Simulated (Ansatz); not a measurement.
`CO[Si]C` + `[F][AlH][SH]` → `C[S][AlH][F]` + `CO[SiH]` at 400 K and 1 bar (substitution at a C–Si bond).

Gas-phase electronic energies from Ansatz, PBE0-D4/def2-TZVP geometries. CCSD(T)/CBS is the MP2 limit (def2-TZVPP, def2-QZVPP) plus CCSD(T) − MP2 in def2-TZVPP, frozen cores. This one scheme is used for every species. One conformer a species, not always the lowest.

```json
{"species": "`CO[Si]C`", "CCSD(T)/CBS energy (Eh)": "-443.95718", "H − E (kJ/mol)": "234.1", "S (J/(mol·K))": "358.7"}
{"species": "`[F][AlH][SH]`", "CCSD(T)/CBS energy (Eh)": "-740.90186", "H − E (kJ/mol)": "71.8", "S (J/(mol·K))": "313.9"}
{"species": "`C[S][AlH][F]`", "CCSD(T)/CBS energy (Eh)": "-780.15488", "H − E (kJ/mol)": "157.0", "S (J/(mol·K))": "362.0"}
{"species": "`CO[SiH]`", "CCSD(T)/CBS energy (Eh)": "-404.67988", "H − E (kJ/mol)": "150.5", "S (J/(mol·K))": "299.8"}
```

H − E and S are ideal-gas, rigid-rotor, harmonic terms from PBE0-D4/def2-TZVP, for one conformer and one mirror image of each species. 1 Eh = 2625.50 kJ/mol, R = 8.31446 J/(mol·K).

Problem. By hand: ΔE, ΔH, ΔS and ΔG.

Solution. ΔE = (-780.15488) + (-404.67988) − (-443.95718) − (-740.90186) = 0.02428 Eh = 63.7 kJ/mol. Δ(H − E) = 157.0 + 150.5 − 234.1 − 71.8 = 1.6, so ΔH = 65.3 kJ/mol. ΔS = 362.0 + 299.8 − 358.7 − 313.9 = -10.8 J/(mol·K). ΔG = 65.3 − 400 × (-10.8)/1000 = 69.6 kJ/mol.

Problem. By hand: the equilibrium constant, and the temperature at which ΔG would vanish if ΔH and ΔS stayed fixed.

Solution. log₁₀ K = −ΔG/(RT ln 10) = -9.1. ΔH and −TΔS have one sign here, so there is no such temperature.

The number of gas molecules stays the same, so ΔS is small and ΔH decides. A doubt of 5 kJ/mol in ΔE shifts log₁₀ K by 0.7 here. Other conformers and mirror images would add mixing entropy, several J/(mol·K) or more a flexible species. Modes under 60 cm⁻¹, often nearly free rotors, make the harmonic entropy too high. These are equilibria of isolated gas molecules and say nothing of rates. Largest T1 diagnostic: 0.015 (customary marks: 0.02 for closed shells, 0.045 for open ones).

ΔS is within the doubt of such terms, so its sign, and with it that verdict, could turn.
